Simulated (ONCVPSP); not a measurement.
## dysprosium (Dy): from the effect back to the setting (ONCV)

Base potential:

- Element: dysprosium (Dy)
- Generator: ONCVPSP 4.0.1
- Type: optimised norm-conserving Vanderbilt (ONCV)
- Functional: PBEsol
- Relativity: scalar-relativistic
- Frozen core: [Kr] 4d10 4f9
- Valence charge: 11
- Reference configuration: 5s2 5p6 5d1 6s0.5 (charge +1.5)
- Partial waves: 5s+6s: rc 1.95 bohr, ncon 4, nbas 8, qcut 6.6 1/bohr, 2 projectors; 5p: rc 1.95 bohr, ncon 3, nbas 7, qcut 6.7 1/bohr, 1 projector; 5d: rc 2.05 bohr, ncon 4, nbas 8, qcut 4.5 1/bohr, 2 projectors, debl 1.9 Ha
- Local potential: polynomial inside 1.60 bohr (lpopt 4, dvloc0 3 Ha)
- Core correction: polynomial model core, fcfact 0.3

Cutoffs, loose and tight: the cutoffs (Ha) at which the residual kinetic energy of the hardest occupied pseudo-wave falls to 1 and 0.1 mHa per electron. They do not see the model core or the augmentation charge, which bear on the density cutoff. Test errors are all-electron minus pseudo excitation energies from the reference, over the configurations 5s2 5p6 5d1 6s2; 5s2 5p6 5d1 6s1; 5s2 5p6 5d1 6s0; 5s1 5p6 5d1 6s2; variants that change the core or the reference have their own tests.

Only the scale of all radii but the core radius (base = 1) is moved (1 further runs of the sweep failed or gave no value and are left out):

```tsv
scale of all radii but the core radius (base = 1)	cutoff, loose	cutoff, tight	bound ghosts	largest test error (meV)
0.87	17 Ha	20 Ha	none	-299
1.01	15 Ha	18 Ha	none	-337
1.12	13 Ha	16 Ha	none	-416
1.29	10 Ha	14 Ha	none	-509
```

**Question.** One more run gave cutoff, loose: 12 Ha; cutoff, tight: 15 Ha; bound ghosts: none; largest test error (meV): -460. Which value of the scale of all radii but the core radius (base = 1) was used?

**Answer.** 1.17. The loose cutoff moves one way along this sweep, from 17 Ha at 0.87 to 10 Ha at 1.29, which places the run between 1.12 and 1.29.
